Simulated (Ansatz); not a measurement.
Basis-set extrapolation for CH3BO2Si (PBE0-D4/def2-TZVP geometry, frozen core, Ansatz). Multiplicity 1, RHF reference.

```json
{"": "HF", "def2-TZVPP": "-503.048057", "def2-QZVPP": "-503.066699"}
{"": "MP2 correlation", "def2-TZVPP": "-0.837088", "def2-QZVPP": "-0.898789"}
{"": "CCSD(T) correlation", "def2-TZVPP": "-0.895150", "def2-QZVPP": "not run"}
```

Energies in hartree. Use E(X) = E(∞) + A·exp(−7.88·√X) for Hartree–Fock and E(X) = E(∞) + B·X^(−2.97) for correlation, with X = 3 and 4, and add CCSD(T) minus MP2 of the smaller set to the MP2 limit.

Task: What is the CCSD(T) energy at the basis-set limit?

Result: HF limit: -503.066699 + (-0.018642) × 0.13774 = -503.06927. MP2 limit: -0.898789 + (-0.061701) × 0.74074 = -0.94449. Higher-order term: -0.895150 − (-0.837088) = -0.05806. Total: -504.07182 hartree, 337.7 kJ/mol below CCSD(T)/def2-TZVPP.
